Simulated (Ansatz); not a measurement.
A CCSD(T) single point on BrGaHS, SMILES `[SH][Ga][Br]` radical.

```yaml
crystal:
  periodic: [false, false, false]
  atoms:
    - {symbol: S, position_ang: [-0.711934, 1.247709, -0.713741]}
    - {symbol: Ga, position_ang: [-0.744167, -0.930189, -0.218216]}
    - {symbol: Br, position_ang: [1.044630, -1.779821, 0.994811]}
    - {symbol: H, position_ang: [0.466972, 1.402101, -0.083054]}
basis:
  gaussian: {orbitals: def2-SVP}
magnetization: {spin_polarized: true, initial_magnetization: 1}
correlation: {method: ccsd_t}
scf: {omitted_lower_state_checks: [cluster_reference]}
```

```sh
$ ansatz run in.yaml --threads 4 --pin off --events-out ev --progress --plain --max-ram 10444MiB
```

Output of Ansatz, abridged:

```
Functional definition: HF
835 factors; integrals over basis functions are off by at most 7.0e-4 eV
mean field evaluation 1: about -133148.5430 eV, gradient 1.1e1 eV
mean field evaluation 2: about -133148.5513 eV, gradient 1.1e1 eV
mean field evaluation 4: about -133149.8902 eV, gradient 2.1e0 eV
mean field evaluation 8: about -133149.9783 eV, gradient 2.0e-1 eV
mean field -133149.97972972 eV, -4893.1715027694 hartree, gradient 4.2e-6 eV, S^2 0.757836; 0 other end points of the search recorded, 0 dependent functions left out
23 core orbitals not correlated: weight in the atoms' cores, before any rotation towards them, 1.000 or more for the frozen orbitals, at most 0.000 for the correlated occupied ones
reference -133149.97972972 eV, -4893.1715027694 hartree; 19, 18 occupied and 45, 46 virtual orbitals, 835 factors
second order -14.90916361 eV of doubles, -0.00000000 eV of singles
cycle   1  -14.67330492 eV  change    2.4e-1 eV  update   9.3e-2
cycle   2  -15.09883184 eV  change   -4.3e-1 eV  update   3.1e-2
cycle   3  -15.16668341 eV  change   -6.8e-2 eV  update   1.7e-2
cycle   4  -15.15661823 eV  change    1.0e-2 eV  update   5.3e-3
cycle   5  -15.15737869 eV  change   -7.6e-4 eV  update   2.3e-3
cycle   6  -15.15763619 eV  change   -2.6e-4 eV  update   1.0e-3
cycle   7  -15.15749673 eV  change    1.4e-4 eV  update   4.2e-4
cycle   8  -15.15783971 eV  change   -3.4e-4 eV  update   1.8e-4
cycle   9  -15.15780374 eV  change    3.6e-5 eV  update   7.2e-5
cycle  10  -15.15777726 eV  change    2.6e-5 eV  update   2.6e-5
perturbative correction -0.45437012 eV, -0.0166977940 hartree
Total energy: -133165.59187710 eV, -4893.7452386035 hartree
Checks for a lower state left out: cluster_reference
```

Hardware: 4 threads of an Arm Neoverse V1 on a shared host. Wall time 7.5 s, peak host memory 0.47 GiB.

MP2 recovers 95.5 % of the CCSD(T) correlation energy and the triples give 2.9 %; T1 = 0.0124.
